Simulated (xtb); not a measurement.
xtb input:

```bash
xtb mol.xyz --gfn 1 --sp --chrg -1 --uhf 0
```
mol.xyz:
```
11

C     -0.57639598    -1.62516185     1.05857141
C      0.33901157    -0.42885169     0.81415854
C      1.75111881    -0.89641318     0.47326853
Se    -0.39288262     0.77580976    -0.59639172
H     -0.18595679    -2.28363805     1.85254753
H     -0.67472937    -2.21273440     0.14136694
H     -1.57641090    -1.29344561     1.34105328
H      0.38603812     0.16071757     1.73522494
H      2.16806843    -1.54658893     1.26057804
H      1.74174459    -1.45613248    -0.46630661
H      2.41684873    -0.04314952     0.33686358
```

Q: Which total energy does the run end on?

A: -13.63090 Eh (GFN1-xTB).
